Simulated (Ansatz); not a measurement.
`CCC(CC(CC(CC(C)OC)OC)OC)OC` with charge -1. Charge -1, multiplicity 2. Geometry PBE-D4/def2-SVP, that of the neutral singlet; atoms count from 1.

```xyz
48

C     0.3593    4.0335    2.4366
C     0.7078    3.7874    0.9697
C     0.2349    2.4289    0.4361
C     0.6125    2.2289   -1.0358
C     0.1044    0.9249   -1.6678
C     0.7460   -0.3394   -1.0824
C    -0.1949   -1.5418   -1.0544
C     0.4540   -2.8058   -0.4671
C     0.9826   -2.6563    0.9615
C     1.4629   -3.9927    1.5317
O    -0.0714   -2.0835    1.7416
C     0.3290   -1.5767    2.9920
O    -0.6486   -1.7716   -2.3877
C    -1.8537   -2.4902   -2.4807
O     0.3733    0.9512   -3.0705
C    -0.7353    1.2878   -3.8641
O    -1.1900    2.3261    0.5686
C    -1.6394    1.3524    1.4847
H     0.7092    5.0290    2.7758
H    -0.7379    3.9928    2.5876
H     0.8222    3.2729    3.1005
H     0.2519    4.5792    0.3360
H     1.8063    3.8590    0.8140
H     0.7139    1.6277    1.0508
H     0.1921    3.0754   -1.6208
H     1.7169    2.2817   -1.1475
H    -0.9960    0.8809   -1.4964
H     1.6468   -0.5737   -1.6889
H     1.0881   -0.1495   -0.0452
H    -1.0727   -1.2794   -0.4139
H    -0.2892   -3.6319   -0.4761
H     1.2892   -3.1173   -1.1293
H     1.8462   -1.9428    0.9583
H     0.6211   -4.7132    1.5819
H     1.8881   -3.8832    2.5491
H     2.2539   -4.4258    0.8873
H    -0.5471   -1.0684    3.4410
H     0.6683   -2.3700    3.6993
H     1.1562   -0.8298    2.8950
H    -2.1384   -2.5234   -3.5511
H    -1.7719   -3.5427   -2.1152
H    -2.6800   -1.9992   -1.9090
H    -0.3988    1.2955   -4.9205
H    -1.1521    2.2995   -3.6284
H    -1.5602    0.5410   -3.7638
H    -1.2802    0.3255    1.2356
H    -2.7474    1.3515    1.4466
H    -1.3318    1.5758    2.5352
```

Single mean-field runs in def2-TZVP are fitted with def2-universal-jkfit. The highest occupied level of the charge -1 doublet lies above zero (up to 2.97 eV). By energy differences it is unbound by 1.79 eV (vertical, to the charge 0 singlet, at PBE0-D4/def2-TZVP) and held by the finite basis.

(1) Estimate the Mulliken populations of the heavy atoms from the PBE0/def2-TZVP orbitals of Ansatz.

(2) Where does the spin sit?

(3) And the Mayer bond orders between bonded heavy atoms (over 0.3)?

## Answers

(1) 
| atom | charge (e) | spin (α − β) |
| --- | --- | --- |
| C1 | -0.09 | -0.30 |
| C2 | -0.15 | 0.02 |
| C3 | 0.20 | -0.17 |
| C4 | -0.12 | -0.01 |
| C5 | 0.15 | 0.02 |
| C6 | -0.11 | -0.15 |
| C7 | 0.03 | 0.04 |
| C8 | -0.15 | 0.01 |
| C9 | 0.14 | -0.07 |
| C10 | -0.21 | -0.17 |
| O11 | -0.32 | 0.02 |
| C12 | 0.35 | -0.56 |
| O13 | -0.27 | 0.00 |
| C14 | -0.21 | -0.01 |
| O15 | -0.29 | 0.00 |
| C16 | -0.21 | -0.01 |
| O17 | -0.34 | 0.00 |
| C18 | -0.12 | -0.09 |
Mulliken values and Mayer orders depend strongly on the basis.

(2) Summed by element: C -1.45, O 0.02, H 2.43, of 1 unpaired in all. Largest on single atoms: C12 -0.56, H39 0.49, H24 0.31.

(3) C1–C2 1.00 (1.53 Å); C2–C3 0.99 (1.53 Å); C3–C4 1.01 (1.53 Å); C3–O17 0.91 (1.43 Å); C4–C5 1.01 (1.54 Å); C5–C6 0.95 (1.53 Å); C5–O15 0.93 (1.43 Å); C6–C7 1.00 (1.53 Å); C7–C8 1.01 (1.54 Å); C7–O13 0.98 (1.43 Å); C8–C9 1.00 (1.53 Å); C9–C10 1.00 (1.53 Å); C9–O11 1.00 (1.43 Å); O11–C12 0.95 (1.41 Å); O13–C14 1.01 (1.41 Å); O15–C16 1.03 (1.40 Å); O17–C18 0.99 (1.41 Å). Values over 0.3 also appear between atoms too far apart for a bond (C1–C12 0.31 at 5.64 Å); they arise where an orbital or an unpaired electron spreads over both atoms.
